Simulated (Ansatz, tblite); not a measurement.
Cost and result up the ladder for `Sc1cnc(-c2cnc(-c3cnc(S)nc3)nc2)nc1` (28 atoms). Charge 0, multiplicity 1. Geometry: PBE-D4/def2-SVP.

```xyz
28

S    -2.802    3.411   -5.544
C    -2.081    2.526   -4.202
C    -0.992    1.632   -4.319
N    -0.478    0.989   -3.273
C    -1.036    1.217   -2.064
C    -0.462    0.514   -0.903
C     0.619   -0.387   -1.024
N     1.149   -1.018    0.024
C     0.604   -0.762    1.235
C     1.191   -1.447    2.399
C     0.709   -1.244    3.712
N     1.234   -1.856    4.776
C     2.265   -2.689    4.527
S     3.006   -3.528    5.893
N     2.815   -2.967    3.330
C     2.275   -2.345    2.279
N    -0.434    0.074    1.465
C    -0.955    0.698    0.408
N    -2.079    2.046   -1.843
C    -2.591    2.687   -2.891
H    -1.969    2.912   -6.501
H    -0.528    1.440   -5.305
H     1.053   -0.584   -2.020
H    -0.136   -0.555    3.878
H     2.167   -2.959    6.803
H     2.702   -2.550    1.283
H    -1.802    1.384    0.578
H    -3.445    3.362   -2.700
```

Ansatz on 2 threads of AMD EPYC 7R13 on a shared host and a share (18 GiB) of an NVIDIA H100 80GB HBM3; xTB runs through tblite on one thread. Times are rough, summed over both states, and most runs start from the orbitals of an earlier one. PBE0-D4/def2-TZVP serves as the yardstick here, not as an exact answer. The other state is a doublet.

The xTB rows come from tblite. Single mean-field runs in def2-TZVP are fitted with def2-universal-jkfit. HOMO above LUMO, or a gap near zero within one spin, warns that the state may not be the lowest or that an electron is smeared out.

Run but left out: HF/def2-TZVP (singlet: restricted singlet, unstable in another Hartree–Fock run and untested here).

Raw xTB energies of ions are shifted by several eV.

| level | functions | wall time | vertical IE (eV) | difference from PBE0-D4/def2-TZVP (eV) | remarks |
| --- | --- | --- | --- | --- | --- |
| GFN2-xTB | 98 | 0.12 s | 12.20 | 4.35 | – |
| GFN1-xTB | 106 | 0.13 s | 13.02 | 5.17 | – |
| PBE0-D4/def2-TZVP (with forces) | 680 | 44 s | 7.85 | 0.00 | – |
| PBE-D4/def2-TZVP | 680 | 57 s | 7.49 | -0.36 | gap within one spin near zero (+1 doublet) |
